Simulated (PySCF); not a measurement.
# Polarisability and C₆ of Al⁻ (aluminium, charge -1)

[Ne] 3s2 3p2, high-spin 3P determinant. All numbers are calculated (PySCF 2.14, no relativity, point nucleus, in aug-cc-pV(Q+d)Z (7s6p5d3f2g, 89 functions)). Coupled (time-dependent) response in atomic units; α is the mean over directions.

| method | mean α (bohr³) | α xx, yy, zz | C₆ (like pair) | S(−4) |
| --- | --- | --- | --- | --- |
| UHF | 355.6 | 183.9, 441.4, 441.4 | 6867 | 105900 |

S(−4) is the Cauchy moment in α(ω) = α(0) + S(−4) ω² + …

α(iu) at UHF:

```tsv
u (hartree)	α(iu) (bohr³)
0	355.6
0.0500	225.6
0.100	129.6
0.200	56.88
0.300	31.48
0.500	13.63
0.750	6.689
1.00	3.999
1.50	1.950
2.00	1.190
3.00	0.6120
5.00	0.2735
```

For an ion, C₆ is the dispersion term alone; charge-induced terms of lower order in 1/R come first.

The components differ because the open shell of this determinant is not spherical; for a pure term their mean is the scalar polarisability.
